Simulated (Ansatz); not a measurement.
Correlation energies of Cl2F2H3NSi2, SMILES `F[SiH2]N[Si](F)(Cl)Cl` by basis set

Z-matrix (Å, degrees):
```
Si
N 1 1.722
F 1 1.595 2 111.3
H 1 1.475 2 109.5 3 118.7
H 1 1.478 2 107.7 3 -116.9
Si 2 1.694 1 130.3 3 -87.5
H 2 1.012 1 115.2 3 88.4
F 6 1.581 2 112.2 1 -99.3
Cl 6 2.026 2 110.4 1 142.7
Cl 6 2.023 2 109.7 1 19.4
```

Charge 0, multiplicity 1. Geometry: relaxed with PBE0-D4/def2-TZVP. It is one conformer, not always the lowest. Frozen core, restricted reference, the Gaussian-basis code of Ansatz. CBS rows extrapolate triple and quadruple zeta; past MP2 they add the triple-zeta difference.

```
     basis      HF (Eh)  MP2 corr.
def2-TZVPP  -1752.43209   -1.31172
def2-QZVPP  -1752.48897   -1.43487
```

Task: Estimate the CCSD correlation energy and the (T) correction in each basis where they were run (hartree).

Result: 
```csv
basis,CCSD corr.,(T)
def2-TZVPP,-1.36110,-0.04969
CBS(def2),-1.57548,as TZ
```
